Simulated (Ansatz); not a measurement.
Geometry optimisation, Ansatz 0.2.0, RHF/def2-SVPD.

The input (input.yaml):

```yaml
crystal:
  periodic: [false, false, false]
  atoms:
    - { symbol: B, position_ang: [-0.032846, -0.32166, -0.075366] }
    - { symbol: F, position_ang: [-0.134168, -0.622907, 1.202246] }
    - { symbol: Cl, position_ang: [1.520976, -0.623297, -0.865771] }
    - { symbol: H, position_ang: [-0.983705, -0.000865, -0.703869] }
    - { symbol: O, position_ang: [0.35388, 1.99938, 1.050691] }
    - { symbol: H, position_ang: [1.238666, 2.325786, 1.000608] }
    - { symbol: H, position_ang: [0.334398, 1.369762, 1.785262] }
basis:
  gaussian: { orbitals: def2-SVPD }
hamiltonian:
  xc: hf
relax:
  f_tol: 0.03
  max_steps: 50
output:
  orbitals: {}
```

Command:

```bash
$ ansatz run input.yaml --threads 2 --pin off --max-ram 3072MiB --backend cpu --events-out ev --progress --plain --runs-dir out
```

Question: Where does it end, and by what steps?

Answer: It converged. After 12 steps the energy has fallen by 0.101 eV; H7 moved furthest, 0.42 Å.

```tsv
step	energy less start (eV)	largest force component (eV/Å)	accepted
0	0.0000	1.063	yes
1	0.0140	2.442	no
2	-0.0377	0.690	yes
3	-0.0566	1.073	yes
4	-0.0732	0.551	yes
5	-0.0710	0.687	no
6	-0.0879	0.237	yes
7	-0.0932	0.747	yes
8	-0.0976	0.371	yes
9	-0.0978	0.181	yes
10	-0.1005	0.117	yes
11	-0.1011	0.071	yes
12	-0.1014	0.024	yes
```

```xyz
7
Properties=species:S:1:pos:R:3
B -0.035 -0.351 -0.064
F -0.213 -0.918 1.104
Cl 1.549 -0.565 -0.851
H -0.935 0.125 -0.667
O 0.384 1.829 1.049
H 1.191 2.271 0.835
H 0.356 1.736 1.988
```

Whether the end is a true minimum wasn't checked by a vibrational analysis.

Run time: 21 s on 2 threads of Arm Neoverse V1, on a shared host, peak memory 0.23 GiB.
